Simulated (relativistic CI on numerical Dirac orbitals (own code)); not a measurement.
**Sensitivity of the levels of W⁵⁰⁺ to α and to the nuclear radius**

Calculated at this level of theory: Dirac-Coulomb-Breit CI, KLI orbitals optimised for each configuration, derivatives by finite differences, unscaled Slater integrals, QED left out (own radial code, finite nucleus).

CI space (outside the closed core [Ne]): 3s2.3p6.3d6, 3s2.3p5.3d7, 3s2.3p4.3d8, 3s.3p6.3d7, 3p6.3d8, 3s.3p5.3d8, 3s2.3p6.3d5.4s, 3s2.3p6.3d5.4p. Levels of other configurations are missing.

With x = (α/α₀)² − 1 an excitation energy changes as ω = ω₀ + qx; K = 2q/ω₀ is the relative enhancement. Terms are leading LS components, so labels can repeat. The field-shift factor is F = δν/δ⟨r²⟩ for the transition from the lowest level.

Lowest level 3s2.3p6.3d6 3F_4.

```
           Level  ω₀ (cm⁻¹)   q (cm⁻¹)      K  F (GHz/fm²)
3s2.3p6.3d6 3P_2      62594      10070  0.322       -0.439
3s2.3p6.3d6 3P_0     206269      51560    0.5         1.84
3s2.3p6.3d6 5D_3     505669     578900   2.29         14.2
3s2.3p6.3d6 5D_4     518508     556400   2.15         14.1
3s2.3p6.3d6 5D_1     544346     584700   2.15         14.2
3s2.3p6.3d6 3G_5     584629     551300   1.89         14.3
3s2.3p6.3d6 3H_6     584810     545800   1.87         14.5
3s2.3p6.3d6 3F_2     638600     566800   1.78         13.6
3s2.3p6.3d6 3D_3     651133     568400   1.75         14.5
3s2.3p6.3d6 3P_0     728591     550700   1.51           14
3s2.3p6.3d6 1G_4     763242     580700   1.52         15.5
3s2.3p6.3d6 3D_2     768293     601300   1.57         15.6
3s2.3p6.3d6 3P_1     770122     590100   1.53         15.1
3s2.3p6.3d6 3F_3     785690     568000   1.45           15
3s2.3p6.3d6 5D_2    1056574  1.142e+06   2.16         27.7
3s2.3p6.3d6 5D_0    1080578  1.137e+06    2.1         28.5
3s2.3p6.3d6 3H_4    1107856  1.127e+06   2.03         28.2
3s2.3p6.3d6 5D_3    1135585  1.123e+06   1.98           28
3s2.3p6.3d6 3H_5    1143359  1.125e+06   1.97         28.7
3s2.3p6.3d6 1I_6    1171419  1.114e+06    1.9           29
3s2.3p6.3d6 3F_3    1197978   1.14e+06    1.9         28.7
3s2.3p6.3d6 3D_1    1218905   1.12e+06   1.84         27.8
3s2.3p6.3d6 1G_4    1235143  1.114e+06    1.8         28.5
```

At this charge energies of transitions that change n are usually good to better than 1 %, and those within a shell (Δn = 0) to a few per cent.
